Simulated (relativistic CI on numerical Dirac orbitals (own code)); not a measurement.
# Sensitivity of the levels of Re⁶¹⁺ to α and to the nuclear radius

These numbers are calculated, not measured: Dirac-Coulomb-Breit CI, KLI orbitals optimised for each configuration, derivatives by finite differences, unscaled Slater integrals, QED left out (own radial code, finite nucleus).

Configurations in the expansion (outside the closed core [Ne]): 3s2 3p2, 3s2 3p 3d, 3s 3p3, 3s2 3d2, 3p4, 3s 3p2 3d, 3p2 3d2, 3s 3p 3d2. Levels of other configurations are missing.

With x = (α/α₀)² − 1 an excitation energy changes as ω = ω₀ + qx; K = 2q/ω₀ is the relative enhancement. Terms are leading LS components, so labels can repeat. The field-shift factor is F = δν/δ⟨r²⟩ for the transition from the lowest level.

Lowest level 3s2 3p2 3P_0.

```
          Level  ω₀ (cm⁻¹)   q (cm⁻¹)     K  F (GHz/fm²)
   3s2 3p2 3P_1    2992761  3.792e+06  2.53         -565
   3s2 3p2 1D_2    3070832  3.788e+06  2.47         -569
   3s 3p3 3P°_2    4429009  4.161e+06  1.88        -8480
   3s 3p3 3D°_1    4661770  4.112e+06  1.76        -7060
3s2 3p 3d 3F°_2    4822519  3.877e+06  1.61         -573
3s2 3p 3d 3D°_1    5203245      4e+06  1.54        -2220
3s2 3p 3d 3P°_2    5680019  4.631e+06  1.63         -728
3s2 3p 3d 3F°_3    5690246  4.638e+06  1.63         -537
   3s2 3p2 3P_2    6122649  7.584e+06  2.48        -1240
 3s 3p2 3d 3D_1    6279992  4.272e+06  1.36        -8660
   3s2 3p2 1S_0    6292437    7.6e+06  2.42        -1210
 3s 3p2 3d 3D_2    6341822  4.294e+06  1.35        -8660
 3s 3p2 3d 3D_3    7099461  5.016e+06  1.41        -8650
```

At this charge energies of transitions that change n are usually good to better than 1 %, and those within a shell (Δn = 0) to a few per cent.
